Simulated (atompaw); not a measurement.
## What one change does to a pseudopotential (Li (Z = 3), PAW (atompaw))

* Element: Li
* Generator: atompaw 4.2.0.5
* Type: PAW
* Functional: PBEsol
* Relativity: scalar-relativistic
* Frozen core: none
* Valence charge: 3
* Reference configuration: 1s2 2s0 2p0 (charge +1)
* Partial waves: 1s (bound): rc 0.55 bohr; 2s (bound, empty): rc 3.00 bohr; 2p (bound, empty): rc 3.00 bohr; 2p channel at 2.05 Ry: rc 3.00 bohr; 3d channel at 0.3 Ry: rc 3.00 bohr; 3d channel at 1.55 Ry: rc 3.00 bohr
* Local potential: bessel scheme, radius 1.95 bohr
* Core correction: none
* Augmentation charge: sinc compensation charge, radius 2.45 bohr; PAW radius 3.00 bohr; waves and projectors: custom rrkj vanderbiltortho

All-electron outer shells of the reference configuration (PBEsol, scalar-relativistic, ld1.x):

| shell | level (eV) | outermost node (bohr) | outermost maximum (bohr) |
| --- | --- | --- | --- |
| 1s | -59.84 | – | 0.36 |
| 2s | -6.69 | 0.82 | 2.59 |
| 2p | -4.66 | – | 2.59 |

Change: all radii scaled by about 0.81 (s 0.44, p 2.44, d 2.44 bohr); local potential bessel scheme, radius 1.58 bohr; augmentation sinc compensation charge, radius 1.98 bohr; PAW radius 2.44 bohr; waves and projectors: custom rrkj vanderbiltortho.

Cutoffs: the cutoffs (Ry, on a coarse ladder) from which the occupation-weighted sum of valence levels, in a spherical-Bessel basis at the reference potential, stays within 10 and 1 mRy of its value at 400 Ry; they do not see the model core or the augmentation charge, which bear on the density cutoff.

Problem. What does the change do?

Solution. The potential gets harder (140 Ry and 180 Ry → 200 Ry and 260 Ry); neither file shows a bound ghost. A smaller radius makes the pseudo-wave follow the all-electron one further in, where it bends more sharply, so more plane waves are needed.

```
                            quantity                    base                 changed
                       cutoff, loose                  140 Ry                  200 Ry
                       cutoff, tight                  180 Ry                  260 Ry
                        bound ghosts                    none                    none
lowest overlap eigenvalue by channel  s 0.54, p 0.91, d 0.97  s 0.54, p 0.65, d 0.97
```

 The cutoffs see the waves, projectors and local potential, not the compensation charge or the core.
